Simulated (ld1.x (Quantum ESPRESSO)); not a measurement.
**germanium: one change to a PAW potential, before and after**

germanium (Ge), PAW, made with ld1.x (Quantum ESPRESSO) 7.5 (LDA (PZ), scalar-relativistic). Core [Ar], reference 3d10 4s2 4p2. Waves: 4s (bound): rcut 1.40, rcutus 1.75 bohr; 4s channel at 1.5 Ry: rcut 1.40, rcutus 1.75 bohr; 4p (bound): rcut 1.50, rcutus 2.00 bohr; 4p channel at 2.05 Ry: rcut 1.50, rcutus 2.00 bohr; 3d (bound): rcut 1.00, rcutus 1.35 bohr; 3d channel at 0.8 Ry: rcut 1.00, rcutus 1.35 bohr. Local part: all-electron potential smoothed inside 1.45 bohr (lloc = -1). Core correction: Bessel-smoothed model core inside 1.10 bohr. Augmentation charge: PSQ, inside the norm-conserving radii.

Change: waves 4s (bound): rcut 1.40, rcutus 2.26 bohr; 4s channel at 1.5 Ry: rcut 1.40, rcutus 2.26 bohr.

Cutoffs: the cutoffs (Ry, on a coarse ladder) from which the occupation-weighted sum of valence levels, in a spherical-Bessel basis at the reference potential, stays within 10 and 1 mRy of its value at 400 Ry; they do not see the model core or the augmentation charge, which bear on the density cutoff. Errors are all-electron minus pseudo energies relative to the spin-unpolarised reference configuration.

Problem. Predict the effect on cutoff, ghosts and configuration errors.

Solution. The potential gets neither clearly harder nor softer (60 Ry and 110 Ry → 60 Ry and 110 Ry); the d channel sets the loose cutoff, while the largest relative change is in s, which becomes softer; of the 8 tests that both files solve, the error grows in 0 and shrinks in 2 by more than 15 % and 0.3 meV (median size 1.5 → 1.4 meV); neither file shows a bound ghost at the reference potential, the only one tested.

```tsv
quantity	base	changed
cutoff, loose	60 Ry	60 Ry
cutoff, tight	110 Ry	110 Ry
loose cutoff by channel (10 mRy a level)	s 8 Ry, p 6 Ry, d 50 Ry	s 6 Ry, p 6 Ry, d 50 Ry
bound ghosts	none	none
tests counted (converged, no solver errors)	8 of 9	8 of 9
error for 3d10 4s2 4p1, meV [ΔE 7.64 eV]	-1.0	-0.9
error for 3d10 4s2 4p0, meV [ΔE 23.35 eV]	-3.6	-2.7
error for 3d10 4s1 4p0, meV [ΔE 58.57 eV]	-12	-10
error for 3d10 4s1 4p2, meV [ΔE 16.41 eV]	-2.0	-1.7
error for 3d10 4s2 4p2.3, meV [ΔE -0.93 eV]	+0.2	+0.1
error for 3d10 4s0 4p4, meV [ΔE 16.36 eV]	-2.2	-2.1
error for 3d10 4s2 4p2 (spin-polarised), meV [ΔE -0.56 eV]	-0.1	-0.1
error for 3d10 4s2 4p1 (spin-polarised), meV [ΔE 7.45 eV]	-1.1	-1.0
lowest overlap eigenvalue by channel	s 0.39, p 0.58, d 0.13	s 0.34, p 0.58, d 0.13
```

Base: Tests not counted: 3d10 4s0 4p0 (solver errors, printed error -1713 eV). Changed file: Tests not counted: 3d10 4s0 4p0 (solver errors, printed error -1713 eV).
